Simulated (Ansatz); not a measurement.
C₆H₁₄S₂, SMILES C(CCCSC)SC. Atoms are numbered in the order given.

```xyz
22

C      0.6330    -4.6756     0.0000
S     -0.6495    -3.3870     0.0000
C      0.4222    -1.9053     0.0000
C     -0.4254    -0.6363     0.0000
C      0.4254     0.6363     0.0000
C     -0.4222     1.9053     0.0000
S      0.6495     3.3870     0.0000
C     -0.6330     4.6756     0.0000
H      1.2661    -4.6115    -0.8989
H      0.1173    -5.6463     0.0000
H      1.2661    -4.6115     0.8989
H      1.0740    -1.9319     0.8899
H      1.0740    -1.9319    -0.8899
H     -1.0872    -0.6415    -0.8835
H     -1.0872    -0.6415     0.8835
H      1.0872     0.6415     0.8835
H      1.0872     0.6415    -0.8835
H     -1.0740     1.9319     0.8899
H     -1.0740     1.9319    -0.8899
H     -1.2661     4.6115     0.8989
H     -0.1173     5.6463     0.0000
H     -1.2661     4.6115    -0.8989
```

Geometry: B3LYP-D3(BJ)/def2-SVP. The values are those of a single conformer.

Two levels are set side by side: PBE-D3(BJ)/def2-SVP (Ansatz, a first-principles code) and B3LYP-D3(BJ)/def2-SVP (Ansatz). Each level has its own optimised geometry; the coordinates shown are those of the second. Differences are taken from unrounded values.

| quantity | B3LYP-D3(BJ) |
|---|---|
| mean bond length (Å) | 1.300 |
| bond C1–S2 (Å) | 1.818 |
| bond S2–C3 (Å) | 1.829 |
| bond C3–C4 (Å) | 1.526 |
| bond C4–C5 (Å) | 1.531 |
| bond C5–C6 (Å) | 1.526 |
| bond C6–S7 (Å) | 1.829 |
| bond S7–C8 (Å) | 1.818 |
| bond C1–H9 (Å) | 1.101 |
| bond C1–H10 (Å) | 1.099 |
| bond C1–H11 (Å) | 1.101 |
| bond C3–H12 (Å) | 1.103 |
| bond C3–H13 (Å) | 1.103 |
| bond C4–H14 (Å) | 1.104 |
| bond C4–H15 (Å) | 1.104 |
| bond C5–H16 (Å) | 1.104 |
| bond C5–H17 (Å) | 1.104 |

**Question.** What does PBE-D3(BJ) give, and how far is it from B3LYP-D3(BJ)? (Estimate from the structure and the level; the computed values follow.)

**Answer.** 
| quantity | PBE-D3(BJ) | PBE-D3(BJ) minus B3LYP-D3(BJ) |
|---|---|---|
| mean bond length (Å) | 1.306 | 0.006 |
| bond C1–S2 (Å) | 1.817 | -0.001 |
| bond S2–C3 (Å) | 1.830 | 0.001 |
| bond C3–C4 (Å) | 1.528 | 0.002 |
| bond C4–C5 (Å) | 1.533 | 0.002 |
| bond C5–C6 (Å) | 1.528 | 0.002 |
| bond C6–S7 (Å) | 1.830 | 0.001 |
| bond S7–C8 (Å) | 1.817 | -0.001 |
| bond C1–H9 (Å) | 1.110 | 0.008 |
| bond C1–H10 (Å) | 1.107 | 0.008 |
| bond C1–H11 (Å) | 1.110 | 0.008 |
| bond C3–H12 (Å) | 1.112 | 0.009 |
| bond C3–H13 (Å) | 1.112 | 0.009 |
| bond C4–H14 (Å) | 1.112 | 0.008 |
| bond C4–H15 (Å) | 1.112 | 0.008 |
| bond C5–H16 (Å) | 1.112 | 0.008 |
| bond C5–H17 (Å) | 1.112 | 0.008 |

GGA bonds tend to be longer and softer than those of functionals with exact exchange. Differences between two approximate levels are no errors against the true value.
